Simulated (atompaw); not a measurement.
## lead: one change to a PAW (atompaw) potential, before and after

| Item | Value |
| --- | --- |
| Element | lead |
| Generator | atompaw 4.2.0.5 |
| Type | PAW |
| Functional | LDA (PW92) |
| Relativity | scalar-relativistic |
| Frozen core | [Xe] 4f14 5d10 |
| Valence charge | 4 |
| Reference configuration | 6s2 6p2 |
| Partial waves | 6s (bound); 6s channel at -0.1 Ry; 6p (bound); 6p channel at 0.8 Ry; 6d channel at 0.1 Ry; 6d channel at 2.4 Ry |
| Local potential | troulliermartins scheme with l = 3 at -0.5 Ry, radius 2.30 bohr |
| Core correction | smooth core density matched at 1.55 bohr |
| Augmentation charge | besselshape compensation charge, radius 2.30 bohr; PAW radius 2.70 bohr; waves and projectors: bloechl |

All-electron outer shells of the reference configuration (LDA (PW92), scalar-relativistic, ld1.x):

| shell | level (eV) | outermost node (bohr) | outermost maximum (bohr) |
| --- | --- | --- | --- |
| 5p | -85.96 | 0.49 | 0.88 |
| 5d | -21.29 | 0.52 | 1.07 |
| 6s | -12.32 | 1.01 | 1.95 |
| 6p | -3.70 | 1.18 | 2.63 |

Change: all radii scaled by about 1.17 (s 3.16, p 3.16, d 2.40 bohr); local potential troulliermartins scheme with l = 3 at -0.5 Ry, radius 2.68 bohr; augmentation besselshape compensation charge, radius 2.68 bohr; PAW radius 3.16 bohr; waves and projectors: bloechl; core correction smooth core density matched at 1.82 bohr.

Cutoffs: the cutoffs (Ry, on a coarse ladder) from which the occupation-weighted sum of valence levels, in a spherical-Bessel basis at the reference potential, stays within 10 and 1 mRy of its value at 400 Ry; they do not see the model core or the augmentation charge, which bear on the density cutoff.

Task: What does the change do?

Result: The potential gets softer (15 Ry and 35 Ry → 15 Ry and 25 Ry); the bound ghosts move from d, p, s to d. A larger radius leaves more room for a smooth pseudo-wave, so fewer plane waves are needed.

| quantity | base | changed |
| --- | --- | --- |
| cutoff, loose | 15 Ry | 15 Ry |
| cutoff, tight | 35 Ry | 25 Ry |
| loose cutoff by channel (10 mRy a level) | s 10 Ry, p 6 Ry | s 8 Ry, p 10 Ry |
| bound ghosts | s, d, p | d |
| lowest overlap eigenvalue by channel | s 0.00, p 0.01, d 0.45 | s 0.24, p 0.39, d 0.37 |

 A true bound ghost makes a file unfit for plane-wave use even where its test errors are small: the radial tests pick states by their node count and pass the ghost by. The cutoffs see the waves, projectors and local potential, not the compensation charge or the core.
